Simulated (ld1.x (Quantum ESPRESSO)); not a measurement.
# Before and after: PAW potential for Cr (Z = 24)

```json
{
 "Element": "chromium (Cr)",
 "Generator": "ld1.x (Quantum ESPRESSO) 7.5",
 "Type": "PAW",
 "Functional": "LDA (PZ)",
 "Relativity": "scalar-relativistic",
 "Frozen core": "[Ne] 3s2",
 "Valence charge": "12",
 "Reference configuration": "3p6 3d5 4s0 4p0 (charge +1)",
 "Partial waves": "4s (bound, empty): rcut 2.00, rcutus 2.40 bohr; 4s channel at 3.85 Ry: rcut 2.00, rcutus 2.40 bohr; 3p (bound): rcut 1.60, rcutus 1.75 bohr; 4p (bound, empty): rcut 1.60, rcutus 1.75 bohr; 3d (bound): rcut 1.15, rcutus 1.40 bohr; 3d channel at -0.35 Ry: rcut 1.15, rcutus 1.40 bohr",
 "Local potential": "all-electron potential smoothed inside 1.70 bohr (lloc = -1)",
 "Core correction": "Bessel-smoothed model core inside 1.40 bohr",
 "Augmentation charge": "BESSEL, radius 1.00 bohr"
}
```

All-electron outer shells of the reference configuration (LDA (PZ), scalar-relativistic, ld1.x):

```json
{"shell": "3s", "level (eV)": "-80.63", "outermost node (bohr)": "0.36", "outermost maximum (bohr)": "0.78"}
{"shell": "3p", "level (eV)": "-52.46", "outermost node (bohr)": "0.33", "outermost maximum (bohr)": "0.80"}
{"shell": "4s", "level (eV)": "-10.19", "outermost node (bohr)": "1.12", "outermost maximum (bohr)": "2.55"}
{"shell": "3d", "level (eV)": "-10.16", "outermost node (bohr)": "–", "outermost maximum (bohr)": "0.84"}
{"shell": "4p", "level (eV)": "-6.10", "outermost node (bohr)": "1.24", "outermost maximum (bohr)": "3.19"}
```

Change: waves 3d (bound): rcut 1.15, rcutus 2.14 bohr; 3d channel at -0.35 Ry: rcut 1.15, rcutus 2.14 bohr.

Cutoffs: the cutoffs (Ry, on a coarse ladder) from which the occupation-weighted sum of valence levels, in a spherical-Bessel basis at the reference potential, stays within 10 and 1 mRy of its value at 400 Ry; they do not see the model core or the augmentation charge, which bear on the density cutoff. Errors are all-electron minus pseudo energies relative to the spin-unpolarised reference configuration.

Task: Predict the effect on cutoff, ghosts and configuration errors.

Result: The potential gets softer (50 Ry and 90 Ry → 25 Ry and 45 Ry); the number of tests that count goes from 8 to 7; of the 7 tests that both files solve, the error grows in 4 and shrinks in 2 by more than 15 % and 0.3 meV (median size 6.5 → 12.7 meV); neither file shows a bound ghost at the reference potential, the only one tested. A larger radius leaves more room for a smooth pseudo-wave, so fewer plane waves are needed.

```tsv
quantity	base	changed
cutoff, loose	50 Ry	25 Ry
cutoff, tight	90 Ry	45 Ry
loose cutoff by channel (10 mRy a level)	p 21 Ry, d 45 Ry	p 21 Ry, d 18 Ry
bound ghosts	none	none
tests counted (converged, no solver errors)	8 of 9	7 of 9
error for 3p6 3d5 4s1 4p0, meV [ΔE -7.14 eV]	+4.1	+2.8
error for 3p6 3d4 4s0 4p0, meV [ΔE 16.34 eV]	-15	-13
error for 3p6 3d4 4s2 4p0, meV [ΔE -7.20 eV]	+29	+59
error for 3p5 3d5 4s1 4p0, meV [ΔE 44.33 eV]	+5.3	-30
error for 3p6 3d4 4s1 4p0, meV [ΔE 1.11 eV]	+8.0	+22
error for 3p6 3d5 4s0 4p0 (spin-polarised), meV [ΔE -4.46 eV]	-6.5	-2.5
error for 3p6 3d5 4s1 4p0 (spin-polarised), meV [ΔE -12.06 eV]	+1.7	+4.9
s: phases at 2.59 bohr within 0.05 rad from the reference energy up to (Ry; the scan ends near 5)	to the end of the scan	to the end of the scan
p: phases at 2.59 bohr within 0.05 rad from the reference energy up to (Ry; the scan ends near 5)	4.1	4.1
d: phases at 2.59 bohr within 0.05 rad from the reference energy up to (Ry; the scan ends near 5)	to the end of the scan	to the end of the scan
lowest overlap eigenvalue by channel	s 0.83, p 0.11, d 0.85	s 0.83, p 0.11, d 1.00
```

Base: Tests not counted: 3p6 3d2 4s0 4p0 (solver errors, printed error -807 eV). Changed file: Tests not counted: 3p6 3d3 4s0 4p0 (solver errors, printed error -969 eV); 3p6 3d2 4s0 4p0 (solver errors, printed error -803 eV).
